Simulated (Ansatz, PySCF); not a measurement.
Breaking the C3–H4 bond in CH4Si (SMILES C[SiH]) (multiplicity 1 held, fragments rigid). Energies count from the point at 1.090 Å.
Geometry at that point (charge 0, multiplicity 1):
```xyz
6

Si    -0.443    -0.337     0.518
H     -1.430    -0.700    -0.591
C      0.771     0.544    -0.651
H      1.647     0.949    -0.144
H      0.256     1.359    -1.175
H      1.102    -0.149    -1.434
```

R- and RO- levels are restricted; in cc, def2 and unpolarised 6-31G sets they are followed outwards from rest. U- levels take the lowest unrestricted solution at each point, which mixes spins at long bonds. Curves can end on different states.

Correlated levels freeze the cores. Rows in 6-31G* carry no dispersion term and start afresh at each structure (6-31G* with six Cartesian d functions).

Programs: Ansatz (a program for electronic structure); PySCF for 6-31G* rows. Each number belongs to the level named beside it.

Task: One of these levels gives 134.59 kcal/mol for the energy at R = 3.488 Å. Name it.
A. R-MP2/cc-pV(T+d)Z
B. U-r2SCAN/cc-pV(T+d)Z
C. U-HF/6-31G*
D. R-PBE/cc-pV(T+d)Z

Result: D, R-PBE/cc-pV(T+d)Z. The others give 90.21 (U-HF/6-31G*), 109.68 (U-r2SCAN/cc-pV(T+d)Z), 152.03 (R-MP2/cc-pV(T+d)Z)

Doubts at one or more of the structures used: a spin-contaminated determinant (U-HF/6-31G*, U-r2SCAN/cc-pV(T+d)Z); a restricted determinant that unrestricted orbitals would lower (R-PBE/cc-pV(T+d)Z, R-MP2/cc-pV(T+d)Z).
